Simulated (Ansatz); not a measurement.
Cartesian coordinates in Å:
```
C 1.541 -0.382 0.341
O 0.235 -0.434 0.891
Ge -1.044 0.507 0.153
S -1.413 -0.011 -1.950
Cl -2.722 0.157 1.404
Cl -0.528 2.579 0.165
H 2.152 -1.091 0.901
H 1.549 -0.668 -0.716
H 1.978 0.617 0.442
H -1.749 -1.274 -1.632
```

The species carries charge 0 and has multiplicity 1.

List the ωB97M-V/def2-TZVPP orbital energies in eV (the Gaussian-basis code of Ansatz). (An estimate is asked.)

Computed: Occupied: -10868.81, -2772.31, -2772.30, -2427.60, -1364.50, -1212.25, -1212.23, -1212.21, -526.71, -282.99, -262.70, -262.69, -221.57, -200.18, -200.18, -200.04, -200.04, -200.03, -200.02, -176.40, -164.67, -164.62, -164.49, -125.69, -125.65, -125.60, -38.55, -38.50, -38.46, -38.38, -38.37, -31.33, -26.43, -25.74, -23.81, -22.13, -18.09, -15.72, -15.63, -15.55, -14.34, -13.62, -13.17, -12.36, -12.00, -11.89, -11.67, -11.42, -11.00, -10.43. Lowest empty: 0.70, 1.91, 2.60, 2.79, 3.12, 3.34, 4.69, 4.95.
